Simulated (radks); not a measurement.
Values are calculated unless marked as measured or tabulated.
The tin ion Sn+ inside a hard spherical wall (all orbitals vanish at R), configuration held at [Kr] 4d10 5s2 5p1 and not refilled when levels cross. Code: a radial shooting solver on a logarithmic mesh with Libxc functionals. Model: scalar-relativistic Kohn-Sham, PBE, spin-polarised, spherical densities, point nucleus; open shells are filled with parallel spins first (spin-orbit coupling, left out, can overturn this in heavy ions). Eigenvalues in eV for spin up, with the zero of energy where the potential of the charges vanishes at infinity; a dash marks a level that is unbound or too diffuse for the functional's potential to be trusted. A positive occupied level is held by the wall or, in an anion where self-interaction has pushed it up, behind a barrier. The pressure on the wall is -dE/dV.

| R (bohr) | E (hartree) | kinetic (hartree) | e(4p) | e(4d) | e(5s) | e(5p) | e(6s, empty) | e(5d, empty) | pressure (GPa) |
|---|---|---|---|---|---|---|---|---|---|
| free | -6176.95721 | 6449.356 | -97.678 | -33.829 | -18.150 | -10.619 | -4.449 | - | 0 |
| 15 | -6176.95721 | 6449.356 | -97.678 | -33.829 | -18.150 | -10.619 | -4.444 | -3.339 | < 0.0001 |
| 12 | -6176.95720 | 6449.356 | -97.678 | -33.829 | -18.150 | -10.618 | -4.393 | -3.299 | < 0.0001 |
| 6 | -6176.94335 | 6449.463 | -97.222 | -33.385 | -17.809 | -10.082 | 1.211 | -0.505 | 1.31 |
| 5 | -6176.89711 | 6449.743 | -96.353 | -32.551 | -17.051 | -8.863 | 8.164 | 2.709 | 8.34 |
| 3 | -6175.52257 | 6455.725 | -86.925 | -23.576 | -2.929 | 10.589 | 78.091 | 35.488 | 671 |
| 2 | -6165.62823 | 6493.345 | -56.961 | 8.202 | 69.327 | 95.808 | 295.31 | 141.30 | 16100 |
